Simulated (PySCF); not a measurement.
Te(OMe)(SiH3) (CH6OSiTe), SMILES CO[Te][SiH3].

Geometry: PBE0-D3(BJ)/def2-SVP. The structure was generated by enumeration, and PubChem lists no compound with its InChIKey, so it may never have been made. The def2 effective core potentials stand for the cores of Te; spin–orbit coupling is left out. Other conformers were not sampled.

Method: PBE0-D3(BJ)/def2-SVP (PySCF 2.14.0).

Frequencies are harmonic and unscaled.

```tsv
mode	ν (cm⁻¹)	IR (km/mol)	Raman (Å⁴/amu)	depolarisation	moving atoms (share of kinetic energy)
1	74	2.4	0.9	0.70	H 37 %, C 32 %, O 13 %, Si 13 %
2	89	1.3	2.1	0.64	H 37 %, O 29 %, Si 20 %, Te 9 %
3	109	0.1	0.9	0.71	H 89 %
4	202	5.2	0.3	0.39	H 71 %, O 26 %
5	278	1.8	4.1	0.24	C 43 %, H 25 %, O 22 %, Te 10 %
6	335	2.4	17.7	0.27	Si 71 %, Te 19 %, H 9 %
7	530	0.3	15.1	0.35	H 64 %, O 20 %, Si 8 %
8	547	4.9	16.0	0.72	H 91 %
9	550	37.4	26.2	0.52	O 58 %, H 30 %
10	872	343.8	8.1	0.51	H 92 %, Si 8 %
11	915	47.2	25.2	0.75	H 97 %
12	944	48.1	22.8	0.74	H 97 %
13	1115	106.3	15.0	0.40	O 48 %, C 43 %, H 9 %
14	1173	0.6	3.1	0.75	H 77 %, C 19 %
15	1182	23.2	3.4	0.08	H 69 %, C 22 %, O 8 %
16	1451	10.3	10.6	0.64	H 90 %, C 9 %
17	1451	6.6	22.8	0.71	H 96 %
18	1483	23.3	14.6	0.74	H 94 %
19	2225	72.6	267.4	0.03	H 99 %
20	2241	77.1	104.2	0.70	H 96 %
21	2248	77.5	138.4	0.54	H 96 %
22	2998	74.4	147.8	0.03	H 97 %
23	3076	41.1	58.2	0.63	H 90 %, C 10 %
24	3118	14.9	223.6	0.49	H 91 %, C 9 %
```
